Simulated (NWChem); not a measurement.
H$_{3}$S$_{2}$ cation; SMILES S[SH2+]

```xyz
5

S     -0.0463    -1.1006     0.0000
S      0.0650     1.0119     0.0000
H      1.3016    -1.2247     0.0000
H     -0.8007     1.3221     0.9989
H     -0.8007     1.3221    -0.9989
```
Atoms are numbered in this order, from 1.

Computed with NWChem. The geometry was optimised at B3LYP/6-31G* (spherical d).

Problem. What does the run give for LDA (Slater exchange, PW92)/def2-SVP? Quantities: highest occupied level (eV); orbital gap (eV).

Solution. 
```
Item                          Value
---------------------------  ------
highest occupied level (eV)  -12.70
orbital gap (eV)               3.33
```
